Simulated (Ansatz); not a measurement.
Geometry optimisation, UKS B3LYP/6-31G* in Ansatz.

Input file:

```yaml
crystal:
  periodic: [false, false, false]
  atoms:
    - { symbol: B, position_ang: [-0.40743, 1.30915, -0.07108] }
    - { symbol: Si, position_ang: [0.137, -0.42663, 0.02157] }
    - { symbol: Cl, position_ang: [1.45535, -1.1961, 1.36397] }
    - { symbol: Cl, position_ang: [-0.87492, -2.02315, -0.72678] }
    - { symbol: H, position_ang: [-0.31, 2.33673, -0.58768] }
magnetization:
  spin_polarized: true
basis:
  gaussian: { orbitals: "6-31G*" }
hamiltonian:
  xc: b3lyp
relax:
  f_tol: 0.02
  max_steps: 50
```

Command:

```bash
$ ansatz run input.yaml --threads 2 --pin off --max-ram 3072MiB --backend cpu --events-out ev --progress --plain --runs-dir out
```

**Question.** Where does it end, and by what steps?

**Answer.** It converged. After 6 steps the energy has fallen by 0.187 eV; Si2 moved furthest, 0.33 Å.

```json
{"step": "0", "energy less start (eV)": "0.0000", "largest force component (eV/Å)": "0.725", "accepted": "yes"}
{"step": "1", "energy less start (eV)": "-0.1119", "largest force component (eV/Å)": "0.553", "accepted": "yes"}
{"step": "2", "energy less start (eV)": "-0.1529", "largest force component (eV/Å)": "0.822", "accepted": "yes"}
{"step": "3", "energy less start (eV)": "-0.1737", "largest force component (eV/Å)": "0.887", "accepted": "yes"}
{"step": "4", "energy less start (eV)": "-0.1841", "largest force component (eV/Å)": "0.181", "accepted": "yes"}
{"step": "5", "energy less start (eV)": "-0.1864", "largest force component (eV/Å)": "0.022", "accepted": "yes"}
{"step": "6", "energy less start (eV)": "-0.1867", "largest force component (eV/Å)": "0.014", "accepted": "yes"}
```

```xyz
5
Properties=species:S:1:pos:R:3
B -0.398 1.240 -0.053
Si 0.366 -0.507 -0.205
Cl 1.428 -1.094 1.489
Cl -1.027 -1.971 -0.714
H -0.369 2.332 -0.517
```

Whether the end is a true minimum wasn't checked by a vibrational analysis.

Time of the run: 17 s on 2 threads of AMD EPYC 9R45 96-Core Processor (Zen 5), on a shared host, peak memory 0.24 GiB.
